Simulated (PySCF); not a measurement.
# Sb³⁺: interval between two levels

Sb³⁺ [Kr] 4d10 5s2 → Sb³⁺ [Kr] 4d9 5s2 5p1 [3F4, M_J = 4], as a difference of total energies. All numbers are calculated (PySCF 2.14, the two-component X2C-1e Hamiltonian, in x2c-TZVPall-2c with one added diffuse shell each of s, p, d, f type (9s10p6d3f, 90 functions)). Correlated levels: [Ar] 3d10 frozen; the 6 highest virtual spinors dropped. "Screened" scales the spin-orbit matrix elements by Boettger's factors to mimic the two-electron term; Breit and QED terms are absent.

| method | interval between two levels (cm⁻¹) |
| --- | --- |
| GHF (spin-free) | 283830 |
| GMP2 (spin-free) | 287290 |
| GHF (screened spin-orbit) | 282400 |
| GMP2 (screened spin-orbit) | 285780 |

The labels give the starting determinants; with spin-orbit coupling the two ends relaxed to ⟨J²⟩ = 0.00, ⟨L²⟩ = 0.02, ⟨S²⟩ = 0.02 and ⟨J²⟩ = 20.01, ⟨L²⟩ = 12.03, ⟨S²⟩ = 2.02.
